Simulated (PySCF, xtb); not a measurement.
NbO₂Cl, SMILES [O]=[Nb](=[O])[Cl], multiplicity 1.

Harmonic wavenumbers (cm⁻¹) from GFN2-xTB (xtb) at its own minimum, in rising order: 178, 179, 250, 333, 747, 761.

Q: What does PBE0-D3(BJ)/def2-SVP in PySCF 2.14.0 give at its own minimum? (An estimate is asked for; the answer gives what the named calculation found.)

A: 137, 164, 330, 427, 1004, 1046. Paired by order, the mean absolute difference is 129 cm⁻¹ and the zero-point energies are 3.5 and 4.4 kcal/mol.
